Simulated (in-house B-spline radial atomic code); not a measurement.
Configurations of Zr⁴⁺, with energies counted from [Ar] 3d10 4s2 4p6. Level of theory: scalar-relativistic (X2C) r2SCAN0, spin-polarised, spherical fractional occupations, exact exchange averaged over the configuration, Fermi nucleus of rms radius 4.2694 fm; calculated with a B-spline radial code for spherical atoms. Shells without spins written out take the highest spin.

Occupations are held fixed; configurations that lie above the ionisation limit could autoionise.

```csv
configuration,E - E(ref) (eV),highest orbital,its <r> (bohr)
[Ar] 3d10 4s2 4p5 4d1,32.504,4d up,1.662
[Ar] 3d10 4s2 4p5 5d1,57.285,5d up,3.808
[Ar] 3d10 4s1 4p6 5f1,91.012,5f up,5.399
[Ar] 3d9 4s2 4p6 5s1,197.29,5s up,2.615
[Ar] 3d9 4s2 4p6 5f1,222.36,5f up,5.361
[Ne] 3s2 3p5 3d10 4s2 4p6 5f1,370.86,5f up,5.358
```

Order these further configurations by energy, lowest first.
A. [Ne] 3s2 3p5 3d10 4s2 4p6 5p1
B. [Ar] 3d10 4s1 4p6 4f1
C. [Ne] 3s2 3p5 3d10 4s2 4p6 4d1
D. [Ar] 3d10 4s2 4p5 4f1
E. [Ar] 3d10 4s2 4p5 5s1

E (41.432 eV), D (57.889 eV), B (82.887 eV), C (335.96 eV), A (352.48 eV).

How far above the reference does [Ne] 3s2 3p5 3d10 4s2 4p6 5d1 lie?

361.89 eV; its least bound orbital is 5d up with <r> = 3.738 bohr.
